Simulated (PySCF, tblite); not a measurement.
Isomers of C4H9NOSi2. Method: GFN2-xTB as coded in tblite; computed harmonic values from a numerical Hessian at the method's own geometry, unscaled. This tight-binding method is rough: wavenumbers can miss measured ones by several per cent, in bad cases by 10 to 20. Modes of hydrogen on silicon can be 10 to 20 % off. One conformer each.

Electronic energies: PBE0/pcSseg-1 single points on the GFN2-xTB geometries (PySCF, gas phase).

| SMILES | electronic energy, lowest = 0 (kJ/mol) |
| --- | --- |
| C=CCO[Si@@H]([SiH3])C#N | 167.7 |
| C=CC[Si@H](C#N)O[SiH3] | 0.0 |
| N#CC[SiH2]C[SiH2]C=O | 185.7 |

**Question.** How do GFN2-xTB zero-point energies change the relative energies?

**Answer.** 
```json
{"SMILES": "C=CC[Si@H](C#N)O[SiH3]", "ZPE (kJ/mol)": "299.9", "of it from modes above 1550 cm⁻¹": "170.0", "electronic (kJ/mol)": "0.0", "with ZPE, lowest = 0 (kJ/mol)": "0.0", "lowest mode (cm⁻¹)": "11", "rings": "0"}
{"SMILES": "C=CCO[Si@@H]([SiH3])C#N", "ZPE (kJ/mol)": "299.3", "of it from modes above 1550 cm⁻¹": "167.7", "electronic (kJ/mol)": "167.7", "with ZPE, lowest = 0 (kJ/mol)": "167.1", "lowest mode (cm⁻¹)": "20", "rings": "0"}
{"SMILES": "N#CC[SiH2]C[SiH2]C=O", "ZPE (kJ/mol)": "298.0", "of it from modes above 1550 cm⁻¹": "166.6", "electronic (kJ/mol)": "185.7", "with ZPE, lowest = 0 (kJ/mol)": "183.8", "lowest mode (cm⁻¹)": "32", "rings": "0"}
```

The zero-point energies span 1.9 kJ/mol, from `N#CC[SiH2]C[SiH2]C=O` to `C=CC[Si@H](C#N)O[SiH3]`. The order is unchanged.

**Question.** And how do the electronic energies of GFN2-xTB itself compare?

**Answer.** `C=CC[Si@H](C#N)O[SiH3]` 0.0; `C=CCO[Si@@H]([SiH3])C#N` 187.1; `N#CC[SiH2]C[SiH2]C=O` 293.0 kJ/mol, lowest = 0. Against the energies above, taken from the same isomer `C=CC[Si@H](C#N)O[SiH3]`, the largest difference is 107.3 kJ/mol.
